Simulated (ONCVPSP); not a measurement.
## Pseudopotential generation for oxygen (O): ONCV, PBE, scalar-relativistic.

ONCVPSP 4.0.1 was run on this input:

```
# ATOM AND REFERENCE CONFIGURATION
# atsym  z   nc   nv     iexc    psfile
  O 8.00    1    2        4      upf
#
#   n    l    f
    1    0    2.00
    2    0    2.00
    2    1    3.50
#
# PSEUDOPOTENTIAL AND OPTIMIZATION
# lmax
    1
#
#   l,   rc,      ep,       ncon, nbas, qcut
    0    0.70    0.00    5   10    9.30
    1    2.00    0.00    4    8    5.80
#
# LOCAL POTENTIAL
# lloc, lpopt,  rc(5),   dvloc0
    4    5    0.60    3.00
#
# VANDERBILT-KLEINMAN-BYLANDER PROJECTORs
# l, nproj, debl
    0    2    2.70
    1    2    3.40
#
# MODEL CORE CHARGE
# icmod, fcfact, rcfact
    3    2.00    1.10
#
# LOG DERIVATIVE ANALYSIS
# epsh1, epsh2, depsh
   -3.00    5.00    0.02
#
# OUTPUT GRID
# rlmax, drl
    6.00    0.01
#
# TEST CONFIGURATIONS
# ncnf
    4
# nvcnf
#   n    l    f
    2
    2    0    2.00
    2    1    4.00
#
    2
    2    0    2.00
    2    1    3.00
#
    2
    2    0    2.00
    2    1    2.00
#
    2
    2    0    2.00
    2    1    1.00
#
```

Command:

```bash
oncvpsp.x < O.dat > O.out
```

The program printed (shortened: citation, most of the input echo, consistency checks and plot data are left out):

```
ONCVPSP  (Optimized Norm-Conservinng Vanderbilt PSeudopotential)
scalar-relativistic version 4.0.1

#   n    l    f        energy (Ha)
    1    0    2.00    -1.9235576E+01
    2    0    2.00    -1.1536335E+00
    2    1    3.50    -5.9818768E-01

Reference configufation results
  iterations    20
  all-electron total energy (Ha)   -7.47708363D+01

Begin loop to  construct optimized pseudo wave functions
and semi-local pseudopoentials for all angular momenta

   Wellstate for l =  0  n =  4
     eigenvalue =   1.5464
     asymptotic potential =   2.0464
     half-point radius =  3.4118

Calculating optimized projector #   1

 for l=   0

    Fraction of norm inside rc  0.194090
    Optimizing pswf for qcut=   9.33 a_B^-1,  ecut=  43.52 Ha
    Residual kinetic energy error=  6.62D-04 Ha

    Energy error per electron        Cutoff
         Ha          eV             Ha
         0.01000     0.27211       28.87
         0.00100     0.02721       41.46
         0.00010     0.00272      153.74
         0.00001     0.00027      573.54

Calculating optimized projector #   2

 for l=   0

    Fraction of norm inside rc  0.033697
    Optimizing pswf for qcut=   9.33 a_B^-1,  ecut=  43.52 Ha
    Residual kinetic energy error=  1.34D-03 Ha

    Energy error per electron        Cutoff
         Ha          eV             Ha
         0.01000     0.27211       20.94
         0.00100     0.02721       69.99
         0.00010     0.00272      600.98
         0.00001     0.00027      759.62

   Wellstate for l =  1  n =  5
     eigenvalue =   2.8018
     asymptotic potential =   3.3018
     half-point radius =  3.9130

Calculating optimized projector #   1

 for l=   1

    Fraction of norm inside rc  0.894909
    Optimizing pswf for qcut=   5.80 a_B^-1,  ecut=  16.83 Ha
    Residual kinetic energy error=  1.49D-04 Ha

    Energy error per electron        Cutoff
         Ha          eV             Ha
         0.01000     0.27211       11.89
         0.00100     0.02721       14.62
         0.00010     0.00272       19.00
         0.00001     0.00027       50.54

Calculating optimized projector #   2

 for l=   1

    Fraction of norm inside rc  0.166788
    Optimizing pswf for qcut=   5.80 a_B^-1,  ecut=  16.83 Ha
    Residual kinetic energy error=  3.54D-03 Ha

    Energy error per electron        Cutoff
         Ha          eV             Ha
         0.01000     0.27211       15.07
         0.00100     0.02721       27.35
         0.00010     0.00272       64.77
         0.00001     0.00027       75.83

Construct Vanderbilt / Kleinmman-Bylander projectors

B matrix Hermiticity error, ll=   0
   1   2   -1.1674E-04

  Orthonormal projector coefficients  1.4719E+02  8.3741E+00

B matrix Hermiticity error, ll=   1
   1   2    7.4343E-05

  Orthonormal projector coefficients -4.0157E+00 -1.5041E+00

Model core correction analysis
  based on d2Exc/dn_idn_j

d2excae - all-electron derivatives

   -5.699146D-02   -4.991672D-02
   -4.991919D-02   -4.876754D-02

d2excps - pseudofunction derivatives with no core correction

   -5.655680D-02   -5.057749D-02
   -5.057901D-02   -4.799798D-02

rms 2nd derivative error    6.428677E-04

rmatch, rhocmatch    0.4162    6.5812

Teter function model core charge with specified parameters

d2excps - pseudofunction derivatives with core correction

   -5.619365D-02   -5.062572D-02
   -5.062723D-02   -4.809545D-02

rms 2nd derivative error    7.232219E-04

Pseudoatom total energy  -15.025548

Diagnostic tests using Vanderbilt-Kleinman-Bylander pseudopotentials
  1 or more projectors used as specified by nproj input data

   l    rcore       rmatch      e in        delta e   norm test  slope test

   0   0.7004018   0.7216675  -1.1536335  -0.0000101   1.0000540   1.0000236
   0   0.7004018   0.7216675   1.5463665   0.0000793   1.0002750   1.0002750

   1   2.0072055   2.0681486  -0.5981877  -0.0000009   1.0000313   1.0000346
   1   2.0072055   2.0681486   2.8018123   0.0000059   1.0000561   1.0000561

 Testing for bound ghosts
   n   l    E NL Schr. Eq   E Basis Diag.   E Cutoff

   1   0       -1.153644       -0.984775    907.11

   2   1       -0.598189       -0.598095     75.23

 Testing for highly-localized positive-energy ghosts
       l    <radius>/rc     E Basis Diag.   E Cutoff

Test configuration 0

   n   l     f        eae           eps        diff
   1   0  2.0000  -19.23557616
   2   0  2.0000   -1.15363347   -1.15364359   -1.01D-05
   2   1  3.5000   -0.59818768   -0.59818856   -8.87D-07

    Total energies and differences
      AE_ref= -7.47708363D+01  AE_tst= -7.47708363D+01  dif=  0.00D+00
      PS_ref= -1.50255485D+01  PS_tst= -1.50255485D+01  dif=  3.73D-14
      PSP excitation error= -3.73D-14

Test configuration 1

   n   l     f        eae           eps        diff
   1   0  2.0000  -18.91476935
   2   0  2.0000   -0.88057190   -0.87986832    7.04D-04
   2   1  4.0000   -0.33186936   -0.33506837   -3.20D-03

    Total energies and differences
      AE_ref= -7.47708363D+01  AE_tst= -7.50018258D+01  dif= -2.31D-01
      PS_ref= -1.50255485D+01  PS_tst= -1.52575439D+01  dif= -2.32D-01
      PSP excitation error=  1.01D-03

Test configuration 2

   n   l     f        eae           eps        diff
   1   0  2.0000  -19.60819054
   2   0  2.0000   -1.45761465   -1.45547614    2.14D-03
   2   1  3.0000   -0.89851879   -0.88984062    8.68D-03

    Total energies and differences
      AE_ref= -7.47708363D+01  AE_tst= -7.43980121D+01  dif=  3.73D-01
      PS_ref= -1.50255485D+01  PS_tst= -1.46546147D+01  dif=  3.71D-01
      PSP excitation error=  1.89D-03

Test configuration 3

   n   l     f        eae           eps        diff
   1   0  2.0000  -20.49678569
   2   0  2.0000   -2.14418580   -2.12514619    1.90D-02
   2   1  2.0000   -1.58911092   -1.54052733    4.86D-02

    Total energies and differences
      AE_ref= -7.47708363D+01  AE_tst= -7.31637494D+01  dif=  1.61D+00
      PS_ref= -1.50255485D+01  PS_tst= -1.34461272D+01  dif=  1.58D+00
      PSP excitation error=  2.77D-02

Test configuration 4

   n   l     f        eae           eps        diff
   1   0  2.0000  -21.56493167
   2   0  2.0000   -2.92121457   -2.86286282    5.84D-02
   2   1  1.0000   -2.38713604   -2.26016446    1.27D-01

    Total energies and differences
      AE_ref= -7.47708363D+01  AE_tst= -7.11841145D+01  dif=  3.59D+00
      PS_ref= -1.50255485D+01  PS_tst= -1.15506284D+01  dif=  3.47D+00
      PSP excitation error=  1.12D-01
```

The run took about 2.3 s on one core of a shared server CPU.
